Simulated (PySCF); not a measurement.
## How methods differ on the fine-structure interval of Lu

Lu [Xe] 4f14 5d1 6s2 [5d3/2^1, M_J = 3/2] → Lu [Xe] 4f14 5d1 6s2 [5d5/2^1, M_J = 5/2], as a difference of total energies. Calculation: PySCF 2.14, in x2c-SVPall-2c (7s10p9d2f1g, 105 functions); the two-component X2C-1e Hamiltonian. Correlated levels: [Ar] 3d10 frozen; the 6 highest virtual spinors dropped. "Screened" scales the spin-orbit matrix elements by Boettger's factors to mimic the two-electron term; Breit and QED terms are absent.

| method | fine-structure interval (cm⁻¹) |
| --- | --- |
| GHF (screened spin-orbit) | 1721.4 |
| GMP2 (screened spin-orbit) | 2296.4 |
| GHF (bare spin-orbit) | 2051.1 |

Errors of the correlated levels include the incompleteness of this basis and the frozen core.

For comparison: 1993.9 cm⁻¹ (measured; NIST Handbook of Basic Atomic Spectroscopic Data (Sansonetti and Martin, J. Phys. Chem. Ref. Data 34, 1559 (2005))).
